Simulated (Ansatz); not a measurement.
PtnHm: r2SCAN-D4/def2-TZVPD single points in Ansatz on relaxed structures, gas phase. Each cluster is the lowest isomer that a short search found in that spin, judged at the geometry's level, and lower ones may exist. Core potentials for Pt, no spin–orbit coupling. Binding counts from free atoms in the multiplicity of their measured ground term, without zero-point energy. Singlets are spin-restricted. The structures are stationary points that may keep the symmetry of their start. Remarks come from the PBE and PBE0 runs and from stability tests at other levels; not every state was tested. A HOMO above zero means that the electron is unbound at that level and held by the basis, or that self-interaction error raises the level; the energy of removing that electron tells which.

| species | atoms | state | geometry | HOMO (eV) | LUMO (eV) | gap (eV) | vertical EA (eV) | binding per atom (eV) | point group (within 0.1 Å) | remarks |
| --- | --- | --- | --- | --- | --- | --- | --- | --- | --- | --- |
| Pt2H2 | 4 | singlet | PBE0-D4/def2-TZVP | -5.37 | -4.14 | 1.23 | 1.81 | 2.49 | C2 | HOMO above zero (-1 doublet) |
| Pt3H4 | 7 | singlet | PBE0-D4/def2-TZVP | -5.60 | -4.58 | 1.02 | 2.35 | 2.77 | – | HOMO above zero (-1 doublet) |

Question: Estimate the rows for Pt2H4 (singlet, B3LYP-D4/def2-TZVP geometry).

Answer: 
```csv
species,atoms,state,geometry,HOMO (eV),LUMO (eV),gap (eV),vertical EA (eV),binding per atom (eV),point group (within 0.1 Å),remarks
Pt2H4,6,singlet,B3LYP-D4/def2-TZVP,-6.03,-3.33,2.71,1.23,2.69,Ci,HOMO above zero (-1 doublet)
```

The gap (eV) runs from 1.02 (Pt3H4) to 2.71 (Pt2H4). The vertical EA (eV) runs from 1.23 (Pt2H4) to 2.35 (Pt3H4). The binding per atom (eV) runs from 2.49 (Pt2H2) to 2.77 (Pt3H4).
